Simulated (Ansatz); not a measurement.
Calculated with Ansatz (gas phase, PBE0-D4/def2-TZVP geometries, no zero-point term in ΔE). CCSD(T)/CBS is the MP2 limit (def2-TZVPP, def2-QZVPP) plus CCSD(T) − MP2 in def2-TZVPP, frozen cores. DFT in def2-TZVPP. def2 core potentials past Kr. For I outer-core shells are correlated without core-valence functions, which leaves a few kJ/mol of doubt a bond. One conformer a species, not always the lowest.

Consider the substitution at a C–C bond: `C=CCCC` + HI → `C=CI` + `CCC`.

```csv
level,ΔE (kJ/mol)
r2SCAN0-D4,16.3
LC-ωPBE,18.3
```

(1) What does CCSD(T)/CBS give? (Best estimate.)

Largest T1 diagnostic among the species: 0.010.

## Answers

(1) The calculation gave: +11.9 kJ/mol. The listed levels differ from it by 4.4, 6.4 kJ/mol.

At CCSD(T), def2-SVP lies +18.9 kJ/mol from the extrapolated value and def2-TZVPP +3.3 kJ/mol. Leaving LDA and LC-ωPBE aside and taking each functional with its dispersion term where it has one, the values, not all of them listed here, spread over 11.5 kJ/mol, from BLYP-D4 to CAM-B3LYP-D4. LDA lies +12.5 kJ/mol from PBE without D4.

CCSD(T)/CBS has its own doubt, a few kJ/mol and more with outer-core shells, so smaller differences from it don't rank the levels.
